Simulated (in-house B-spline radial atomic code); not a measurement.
Functionals against NIST's ionisation energies along a row: Sc to Zn

Ionisation energies as differences of self-consistent total energies from a B-spline radial code for spherical atoms: all electrons, radial basis limit, scalar-relativistic (one-electron X2C), spin-polarised at highest spin, spherical densities; exact exchange is averaged over the determinants of each configuration. No spin-orbit coupling, Breit or QED terms. NIST's values run from ground level to ground level, so in open shells the differences also hold multiplet and fine-structure energies that spherical high-spin averages miss. Columns give computed minus NIST, in eV; a star marks a semi-empirical value. Species are left out where the tabulated value is theory, is uncertain by more than 0.12 eV, or (13 ions, such as In⁴⁺, Te⁴⁺ and Bi⁴⁺) lies off its series for all methods alike, which flatters the means a little.

```tsv
species	shell	NIST (eV)	LDA exchange-only	TPSS	TPSSh	CAM-B3LYP
Sc	4s	6.56	-1.13	-0.21	-0.23	-0.04
Ti	4s	6.83	-1.21	-0.24	-0.27	0.00
Cr	4s	6.77	+0.39	+0.45	+0.32	+0.17
Mn	4s	7.43	-1.37	-0.34	-0.37	+0.11
Fe	4s	7.90	-1.12	-0.29	-0.35	+0.07
Cu	4s	7.73	+0.07	+0.44	+0.29	+0.40
Zn	4s	9.39	-0.73	-0.02	-0.13	+0.13
```

How do the methods rank, and which species is hardest?

Mean absolute (signed) differences: CAM-B3LYP 0.13 (+0.12) eV; TPSSh 0.28 (-0.11) eV; TPSS 0.29 (-0.03) eV; LDA exchange-only 0.86 (-0.73) eV. For Cr, which loses a 4s electron, the nearest method is off by +0.17 eV, the largest such miss.
